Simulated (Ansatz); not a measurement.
`CC[BH][SnH3]` and `CC[BH][AlH2]` differ in one atom or group.

Ansatz, PBE0-D4/def2-TZVP geometries, multiplicity 1. Each molecule was computed in one conformer, which needn't be the lowest.

Elements past krypton have def2 core potentials.

| property | `CC[BH][SnH3]` |
| --- | --- |
| LUMO energy (PBE0/def2-TZVPP) / eV | -1.86 |
| LUMO energy (B3LYP/def2-TZVPP) / eV | -2.06 |
| LUMO energy (PBE/def2-TZVPP) / eV | -2.83 |
| HOMO energy (B3LYP/def2-TZVPP) / eV | -7.33 |
| HOMO–LUMO gap (ωB97M-V/def2-TZVPP) / eV | 9.66 |
| HOMO energy (PBE0/def2-TZVPP) / eV | -7.50 |

(1) What does the change do to each property? (Estimate.)

Answers

(1) The calculation gave: 
| property | `CC[BH][AlH2]` | shift |
| --- | --- | --- |
| LUMO energy (PBE0/def2-TZVPP) / eV | -1.75 | 0.11 |
| LUMO energy (B3LYP/def2-TZVPP) / eV | -1.93 | 0.13 |
| LUMO energy (PBE/def2-TZVPP) / eV | -2.72 | 0.11 |
| HOMO energy (B3LYP/def2-TZVPP) / eV | -6.83 | 0.50 |
| HOMO–LUMO gap (ωB97M-V/def2-TZVPP) / eV | 9.28 | -0.38 |
| HOMO energy (PBE0/def2-TZVPP) / eV | -7.01 | 0.49 |

With PBE0 the HOMO rises by 0.49 eV and the LUMO rises by 0.11 eV, so the gap narrows by about 0.38 eV. PBE moves the HOMO by 0.52 eV and ωB97M-V by 0.48 eV.

B3LYP here is the variant with VWN-RPA as its local correlation; programs differ in this.
